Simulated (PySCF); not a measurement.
C₃H₂FNS, SMILES n1c(F)csc1. The structure is a stationary point at PBE-D3(BJ)/def2-SVP.

Computed with PBE-D3(BJ)/def2-SVP (PySCF).

Harmonic wavenumbers (cm⁻¹): 266, 420, 491, 554, 657, 668, 687, 769, 818, 868, 963, 1114, 1220, 1377, 1462, 1546, 3160, 3213. Rotational constants (GHz): 7.510, 2.521, 1.888; symmetry number 1.

Task: Work out the zero-point energy and the ideal-gas rigid-rotor harmonic-oscillator thermochemistry at 298.15 K and 1 atm.

Result: ZPE = ½ Σ hcν = ½ × 20252 cm⁻¹ = 121.14 kJ/mol. H − E(el) = 135.96 kJ/mol. Entropy in J/(mol K): translation 166.56, rotation 111.30, vibration 23.42, total 301.28. G − E(el) = 46.14 kJ/mol. Cp = 80.27 J/(mol K).
